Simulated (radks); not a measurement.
Values are calculated unless marked as measured or tabulated.
Valence configurations of neutral thulium (all share [Xe]). Level of theory: Dirac Kohn-Sham, PBEsol, spin-unpolarised, spherical densities, point nucleus; open shells fill j = l - 1/2 first (a radial shooting solver on a logarithmic mesh with Libxc functionals). Energies are relative to 4f13 6s2; eigenvalues in eV.

| valence | E (eV) | e(4f5/2) | e(4f7/2) | e(5d3/2) | e(6p1/2) | e(6s1/2) |
|---|---|---|---|---|---|---|
| 4f13 6s2 | 0.000 | -3.781 | -2.585 | - | - | -3.896 |
| 4f13 6s1 6p1 | 2.679 | -5.116 | -3.920 | - | -1.891 | -4.634 |
| 4f11 5d2 6s2 | 13.632 | -16.965 | -15.627 | -3.184 | - | -4.788 |
| 4f12.5 5d0.5 6s2 | 1.427 | -6.861 | -5.630 | -1.545 | - | -4.233 |
| 4f13 5d1 6s1 | 3.009 | -3.258 | -2.064 | -0.772 | - | -3.804 |
| 4f11 6s2 6p2 | 19.610 | -24.010 | -22.668 | - | -3.301 | -7.373 |
| 4f12 5d2 6s1 | 6.623 | -8.857 | -7.592 | -1.494 | - | -4.124 |

NIST lists [Xe] 4f13 6s2 as the ground configuration; this level of theory agrees among the configurations tried. The energies are those of spherical spin-averaged densities, not of single terms. No valid solution was reached for [Xe] 4f14 6s1; [Xe] 4f13.5 5d0.5 6s1; [Xe] 4f14 5d1.
